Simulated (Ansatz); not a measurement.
Compare A (`BN=CF`) with its isomer B (`FC1BN1`).

Program: Ansatz. Geometries: PBE0-D4/def2-TZVP. ΔE: electronic, gas phase. CBS: MP2 limit from def2 TZ/QZ plus the TZ coupled-cluster correction, frozen cores. DFT in def2-TZVPP. B3LYP here is the variant with VWN-RPA as its local correlation; programs differ in this.

**Question.** Which is lower in electronic energy at CCSD(T)/CBS, and by how much? (An estimate is asked.)

**Answer.** The calculation gave: A, by 16.1 kcal/mol.

**Question.** Give E(B) − E(A) in kcal/mol with ωB97M-V, LDA (SPW92), HF/def2-TZVPP, B2PLYP, B3LYP, BLYP-D4, MP2/def2-TZVPP. (Best estimate.)

**Answer.** Computed: ωB97M-V 15.8, LDA (SPW92) 13.6, HF/def2-TZVPP 21.9, B2PLYP 19.2, B3LYP 20.4, BLYP-D4 22.5, MP2/def2-TZVPP 16.2. None reverses the order clearly.

**Question.** Does the order hold for the free energy at 298.15 K (harmonic terms from PBE0-D4)? (Estimate.)

**Answer.** Computed: Yes: G(B) − G(A) = +18.2 kcal/mol.

Largest T1 diagnostic: 0.015.

In def2-TZVPP, CCSD(T) changes the Hartree–Fock value by −4.2 kcal/mol (the triples alone add +0.2 kcal/mol) and MP2 by −5.7 kcal/mol. At CCSD(T), def2-SVP lies +2.1 kcal/mol from the extrapolated value and def2-TZVPP +1.6 kcal/mol.
